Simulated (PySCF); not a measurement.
# From computed data to an observable: chemical shift, span and skew from a shielding tensor

C2H7ClOSi, SMILES OCC[SiH2]Cl. Atoms are numbered in the order given.

```xyz
12

O     -2.3881     0.4520     1.0527
C     -2.2358    -0.2849    -0.1516
C     -0.8875    -0.0050    -0.8166
Si     0.4918     0.0237     0.4750
Cl     2.3172    -0.1488    -0.5349
H     -2.4322     1.3920     0.8300
H     -2.2934    -1.3450     0.1421
H     -3.0757    -0.0989    -0.8489
H     -0.6540    -0.7652    -1.5810
H     -0.8932     0.9682    -1.3401
H      0.3736    -1.1319     1.4012
H      0.5438     1.3020     1.2288
```

The structure is a stationary point at B3LYP-D3(BJ)/def2-SVP. The values are those of a single conformer.

GIAO shieldings from PBE/pcSseg-1 in PySCF, non-relativistic, no solvent. The symmetric part of the tensor of C3 has the principal values 120.9, 153.8, 184.3 ppm. The same nucleus in TMS has σ = 182.0 ppm at this level (PySCF, at its B3LYP-D3(BJ)/def2-TZVP geometry). Without spin–orbit terms, shifts of atoms bonded to Cl or Br come out too high.

Q: Work out the isotropic shielding, the ¹³C shift against TMS, the span and the skew.

A: 
σ(iso) = (σ11 + σ22 + σ33)/3 = 153.0 ppm. δ = σ(ref) − σ(iso) = 182.0 − (153.0) = 29.0 ppm.
Span Ω = σ33 − σ11 = 63.4 ppm. Skew κ = 3(σ(iso) − σ22)/Ω = -0.04. Tumbling in solution averages the tensor to δ; in a static solid the shielding alone would spread this spin-1/2 line over Ω.
